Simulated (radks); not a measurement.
These are the eigenvalues of the occupied orbitals of an atom or ion with whole-number occupations (hartree). Method: scalar-relativistic Kohn-Sham, PBE, spin-unpolarised, spherical densities, point nucleus; computed with a radial shooting solver on a logarithmic mesh with Libxc functionals.

orbital  eigenvalue
1s        -3516.820
2s        -778.2595
2p        -692.3271
3s        -302.2038
3p        -277.2123
3d        -256.6618

Which element is it, and in what charge state? The configuration may be excited.

Answer. Z = 83, bismuth, charge +64: Bi64+ in [Ar] 3d1. The list shows which subshells hold electrons but not how many an open one holds; the 1s level, -3516.8 hartree, gives Z - s = 83.9 by -(Z - s)^2/2, which with screening and relativity narrows Z to a few neighbours, and the depths of the outer levels then fix element, charge and occupations together.
